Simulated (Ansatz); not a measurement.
Geometry optimisation, RKS BLYP-D4/6-31G* in Ansatz 0.2.0.

Input:

```yaml
crystal:
  periodic: [false, false, false]
  atoms:
    - { symbol: C, position_ang: [0.4873, -1.8713, 0.7745] }
    - { symbol: C, position_ang: [0.5543, -0.3889, 0.4067] }
    - { symbol: F, position_ang: [1.3063, 0.3878, 1.2464] }
    - { symbol: "N", position_ang: [0.6696, 0.0097, -0.9808] }
    - { symbol: Si, position_ang: [-0.9008, 0.4648, -0.3795] }
    - { symbol: "N", position_ang: [-0.734, 2.1329, -0.6988] }
    - { symbol: H, position_ang: [1.4642, -2.267, 0.8461] }
    - { symbol: H, position_ang: [-0.0862, -2.3965, 0.0218] }
    - { symbol: H, position_ang: [-0.0454, -1.921, 1.7789] }
    - { symbol: H, position_ang: [1.129, 0.8586, -1.0761] }
    - { symbol: H, position_ang: [-1.88, -0.201, -1.2265] }
    - { symbol: H, position_ang: [-1.07609, 2.34063, -1.6078] }
    - { symbol: H, position_ang: [0.21961, 2.39013, -0.74921] }
basis:
  gaussian: { orbitals: "6-31G*" }
hamiltonian:
  xc: blyp
  dispersion: d4
relax:
  f_tol: 0.015
  max_steps: 40
```

Command:

```bash
$ ansatz run input.yaml --threads 2 --pin off --max-ram 3072MiB --backend cpu --events-out ev --progress --plain --runs-dir out
```

Q: Where does it end, and by what steps?

A: The forces met the threshold. After 14 steps the energy has fallen by 1.741 eV; H10 moved furthest, 1.38 Å.

| step | energy less start (eV) | largest force component (eV/Å) | accepted |
| --- | --- | --- | --- |
| 0 | 0.0000 | 4.421 | yes |
| 1 | -0.9049 | 1.214 | yes |
| 2 | -1.2473 | 0.593 | yes |
| 3 | -1.4306 | 0.505 | yes |
| 4 | -1.5548 | 0.476 | yes |
| 5 | -1.6178 | 0.722 | yes |
| 6 | -1.6620 | 0.646 | yes |
| 7 | -1.7000 | 0.629 | yes |
| 8 | -1.7232 | 0.733 | yes |
| 9 | -1.7355 | 0.251 | yes |
| 10 | -1.7395 | 0.107 | yes |
| 11 | -1.7408 | 0.058 | yes |
| 12 | -1.7411 | 0.040 | yes |
| 13 | -1.7414 | 0.018 | yes |
| 14 | -1.7414 | 0.006 | yes |

```xyz
13
Properties=species:S:1:pos:R:3
C 0.508 -1.770 0.919
C 0.444 -0.425 0.226
F 1.185 0.513 1.051
N 0.785 -0.326 -1.185
Si -0.718 0.500 -0.912
N -0.946 2.176 -0.566
H 1.558 -2.112 0.987
H -0.068 -2.520 0.355
H 0.102 -1.702 1.941
H 1.750 -0.285 -1.526
H -1.876 0.036 -1.723
H -1.350 2.816 -1.250
H -0.266 2.637 0.040
```

Run time: 52 s on 2 threads of Intel(R) Xeon(R) Platinum 8259CL CPU @ 2.50GHz (Skylake/Cascade Lake), with other jobs on the host, peak memory 0.17 GiB.
